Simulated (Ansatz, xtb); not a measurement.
Molecule: C$_{5}$H$_{7}$ (charge 0, doublet). It need not be the lowest isomer of its formula. 
Geometry from a B3LYP-D3(BJ)/def2-TZVP (Ansatz, a first-principles code) optimisation:
```
C
H 1 1.0848
C 1 1.4123 2 117.11
C 3 1.3612 1 127.37 2 -180.00
H 4 1.0808 3 120.78 1 180.00
H 4 1.0818 5 116.76 3 -180.00
H 3 1.0857 4 117.07 5 0.00
C 1 1.4140 2 116.74 3 180.00
C 8 1.3543 1 124.18 2 0.00
H 9 1.0810 8 121.59 1 180.00
H 9 1.0835 10 117.20 8 -180.00
H 8 1.0853 9 118.00 10 0.00
```
Charge 0, spin multiplicity 2.

Harmonic wavenumbers from GFN2-xTB (xtb, at its own minimum), cm⁻¹: 134, 209, 224, 390, 545, 590, 592, 782, 821, 828, 928, 972, 992, 1014, 1099, 1235, 1268, 1309, 1357, 1406, 1432, 1513, 1576, 3042, 3062, 3074, 3105, 3119, 3141, 3145.

Problem. Give the harmonic wavenumbers at B3LYP-D3(BJ)/def2-TZVP (Ansatz, finite differences of forces, unscaled).

Solution. 138, 220, 238, 398, 577, 613, 623, 818, 855, 887, 925, 998, 1010, 1042, 1101, 1199, 1274, 1318, 1386, 1450, 1485, 1551, 1596, 3137, 3143, 3148, 3157, 3161, 3235, 3240 cm⁻¹. Zero-point energy 62.8 kcal/mol.

Problem. From these and the geometry, give the ideal-gas thermochemistry at 298.15 K and 1 atm (rigid rotor, harmonic oscillator).

Solution. Point group Cs, rotational symmetry number 1. Rotational constants 18.46, 2.735, 2.382 GHz. S(trans) 38.53, S(rot) 25.39, S(vib) 10.03, S(elec, spin only) 1.38, S 75.3 cal/(mol K). H(298) - H(0) 4.20 kcal/mol; G - E(el) 44.5 kcal/mol.
